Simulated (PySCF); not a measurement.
From one molecule to another.

First species: C8H7OPS.
SMILES with atom numbers: `[CH3:1][S:2][c:3]1[o:4][c:5]2[cH:6][cH:7][cH:8][cH:9][c:10]2[p:11]1` (hydrogens: H12, H13, H14 on C1; H15 on C6; H16 on C7; H17 on C8; H18 on C9)

Cartesian coordinates in Å at the GFN2-xTB level; atoms count from 1:
```
atom  x, y, z in Å
C1     4.041   -0.071   -0.846
S2     2.791   -1.077   -1.690
C3     1.364   -0.456   -0.911
O4     0.220   -1.022   -1.336
C5    -0.841   -0.496   -0.686
C6    -2.154   -0.884   -0.910
C7    -3.147   -0.267   -0.178
C8    -2.842    0.719    0.759
C9    -1.539    1.106    0.982
C10   -0.517    0.496    0.255
P11    1.249    0.763    0.307
H12    3.850    0.979   -1.048
H13    5.004   -0.367   -1.249
H14    3.999   -0.265    0.222
H15   -2.371   -1.649   -1.639
H16   -4.176   -0.554   -0.334
H17   -3.640    1.185    1.317
H18   -1.300    1.868    1.708
```

Second species: C4H12OSSi2.
Atom-mapped SMILES: `[CH3:1][C:2]([CH3:3])([CH:4]=[O:5])[SiH2:6][SiH2:7][SH:8]` (hydrogens: H9, H10, H11 on C1; H12, H13, H14 on C3; H15 on C4; H16, H17 on Si6; H18, H19 on Si7; H20 on S8)

Structure used (GFN2-xTB), in Å, numbered top down from 1:
```
atom  x, y, z in Å
C1    -2.0616    1.0957   -0.6960
C2    -0.9548    0.1180   -0.3368
C3    -1.2446   -0.5537    1.0095
C4    -0.7500   -0.9043   -1.3746
O5     0.1430   -1.7278   -1.3526
Si6    0.7931    0.9674   -0.2168
Si7    2.2618   -0.8309   -0.2325
S8     4.1668   -0.0248    0.4688
H9    -2.1156    1.8893    0.0451
H10   -1.8761    1.5512   -1.6660
H11   -3.0309    0.5978   -0.7288
H12   -0.5078   -1.3223    1.2279
H13   -2.2289   -1.0226    0.9897
H14   -1.2372    0.1812    1.8112
H15   -1.4322   -0.8677   -2.2434
H16    0.7053    1.8313    0.9729
H17    0.8810    1.8879   -1.3615
H18    2.7207   -1.3223   -1.5218
H19    1.9968   -1.9105    0.7190
H20    3.7660    0.3779    1.6641
```

Levels: PBE0/pcSseg-1 for dipole moment, HOMO energy, LUMO energy and HOMO–LUMO gap; GFN2-xTB for rotational constant A and rotational constant C. Geometries: GFN2-xTB. All species are isolated and taken at one optimised geometry, non-relativistic unless stated. Electronic properties by PySCF.

Dipoles, sizes and rotational constants follow the conformer. The torsions of the flexible species, by atom-mapped SMILES:
- `[CH3:1][S:2][c:3]1[o:4][c:5]2[cH:6][cH:7][cH:8][cH:9][c:10]2[p:11]1`: C1–S2–C3–O4 180°
- `[CH3:1][C:2]([CH3:3])([CH:4]=[O:5])[SiH2:6][SiH2:7][SH:8]`: C1–C2–C4–O5 174°, C1–C2–Si6–Si7 -165°, C2–Si6–Si7–S8 -164°, H–S8–Si7–Si6 61°

Task: Which of the two has the higher HOMO energy, and by how much?

Result: The first: -6.03 eV against -6.74 eV, a difference of 0.71 eV.

Task: Which has the higher dipole moment?

Result: The second: 4.95 D against 0.64 D, a difference of 4.31 D.

Task: Which of the two has the higher rotational constant C, and by how much?

Result: The second: 0.579 GHz against 0.435 GHz, a difference of 0.144 GHz.

Task: Which has the higher rotational constant A?

Result: The first: 2.462 GHz against 2.313 GHz, a difference of 0.149 GHz.

Task: Which of the two has the higher LUMO energy, and by how much?

Result: The first: -1.17 eV against -1.61 eV, a difference of 0.44 eV.

Task: Which of the two has the higher HOMO–LUMO gap, and by how much?

Result: The second: 5.13 eV against 4.86 eV, a difference of 0.27 eV.

On the first: A dipole of 0.64 D is allowed in Cs, and pure rotational transitions are dipole-allowed. The dipole equals about 2.1 × 10⁻³⁰ C·m (1 D = 3.33564 × 10⁻³⁰ C·m).

On the second: A dipole of 4.95 D is allowed in C1, and pure rotational transitions are dipole-allowed. The dipole matches unit charges of opposite sign 1.03 Å apart (1 e·Å = 4.8032 D).
